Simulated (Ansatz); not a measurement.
Single points on TcO₃H.

```yaml
crystal:
  periodic: [false, false, false]
  atoms:
    - {symbol: Tc, position_ang: [0.030058, 0.052310, 0.021759]}
    - {symbol: O, position_ang: [-0.020454, -0.069050, 1.705091]}
    - {symbol: O, position_ang: [1.595325, -0.036296, -0.605114]}
    - {symbol: O, position_ang: [-0.853937, 1.359897, -0.577949]}
    - {symbol: H, position_ang: [-0.751002, -1.306860, -0.543797]}
basis:
  gaussian: {orbitals: def2-TZVP, initial_orbitals: start.molden}
hamiltonian: {xc: {name: LC-wPBE, parameters: {omega: 0.3/bohr}}}
scf: {omitted_lower_state_checks: [starts]}
output: {orbitals: {seedname: orbitals}}
```

The file start.molden holds the orbitals of an earlier run on this structure, at another level or in another basis.

```sh
$ ansatz run in.yaml --threads 4 --pin off --events-out ev --progress --plain --max-ram 3916MiB
```

Output, abridged:

```
Functional definition: LC-wPBE
851 factors; their error is unknown
183 factors; integrals over basis functions are off by at most 1.1e-5 eV
mean field evaluation 1: about -8356.6276 eV, gradient 8.9e0 eV
mean field evaluation 2: about -8356.7035 eV, gradient 9.0e-2 eV
mean field evaluation 4: about -8356.6970 eV, gradient 1.8e-4 eV
mean field evaluation 8: about -8356.6970 eV, gradient 2.0e-5 eV
mean field -8356.69698351 eV, -307.1029497714 hartree, gradient 2.0e-5 eV, S^2 0.000000; 0 other end points of the search recorded, 0 dependent functions left out
reference -8356.69698353 eV, -307.1029497720 hartree; 20, 20 occupied and 119, 119 virtual orbitals, 851 factors
Total energy: -8356.69698353 eV, -307.1029497720 hartree
Checks for a lower state left out: starts
```

Run time 1.1 s (4 threads of Arm Neoverse V1 on a shared host).

The first input with `hamiltonian: {xc: pbe}`, `correlation: {method: rpa}` and without the key `output` (abridged; 1.9 s):

```
Functional definition: PBE
mean field -8356.30737875 eV, -307.0886320606 hartree, gradient 1.2e-6 eV, S^2 0.000000
3 core orbitals not correlated: weight in the atoms' cores, before any rotation towards them, 1.000 or more for the frozen orbitals, at most 0.000 for the correlated occupied ones
Total energy: -8353.86111189 eV, -306.9987334114 hartree
Checks for a lower state left out: starts
```

As the first input, with `hamiltonian: {xc: r2scan, dispersion: d4}` (abridged; 1.8 s):

```
Functional definition: r2SCAN
mean field -8359.32473478 eV, -307.1995178492 hartree, gradient 9.6e-6 eV, S^2 0.000000
Total energy: -8359.35417804 eV, -307.2005998692 hartree
Checks for a lower state left out: starts
```

As the first input, with `hamiltonian: {xc: {name: revPBE}, dispersion: d4}` (abridged; 0.85 s):

```
Functional definition: revPBE
mean field -8361.46322261 eV, -307.2781058274 hartree, gradient 1.3e-5 eV, S^2 0.000000
Total energy: -8361.85784356 eV, -307.2926078799 hartree
Checks for a lower state left out: starts
```

As the first input, with `hamiltonian: {xc: hse06, dispersion: d4}` (abridged; 1.1 s):

```
Functional definition: HSE06
mean field -8352.83785216 eV, -306.9611293099 hartree, gradient 2.4e-5 eV, S^2 0.000000
Total energy: -8352.94283515 eV, -306.9649873637 hartree
Checks for a lower state left out: starts
```

As the first input, with `hamiltonian: {xc: pbe, dispersion: d4}` (abridged; 0.85 s):

```
Functional definition: PBE
mean field -8356.30738756 eV, -307.0886323843 hartree, gradient 2.1e-5 eV, S^2 0.000000
Total energy: -8356.44255126 eV, -307.0935995586 hartree
Checks for a lower state left out: starts
```

As the first input, with `gaussian: {orbitals: def2-TZVPD, initial_orbitals: start.molden}`, `hamiltonian: {xc: pbe0, dispersion: d4}` (abridged; 1.6 s):

```
Functional definition: PBE0
mean field -8353.16506273 eV, -306.9731540765 hartree, gradient 8.3e-6 eV, S^2 0.000000
Total energy: -8353.27753256 eV, -306.9772872669 hartree
Checks for a lower state left out: starts
```

Geometry: PBE-D4/def2-TZVP.

In the def2 sets Tc takes a core potential; there is no spin–orbit coupling. HSE06 is defined as in plane-wave codes, on full-range PBE exchange. Correlated methods freeze 3 core orbitals; core or outer-core shells of Tc are correlated, in sets that lack core-valence functions. The restricted singlet is unstable towards broken spin symmetry in Hartree–Fock (as tested in another run); at LC-ωPBE (ω = 0.30 bohr⁻¹)/def2-TZVP, r2SCAN-D4/def2-TZVP, revPBE-D4/def2-TZVP, HSE06-D4/def2-TZVP and others this wasn't settled.
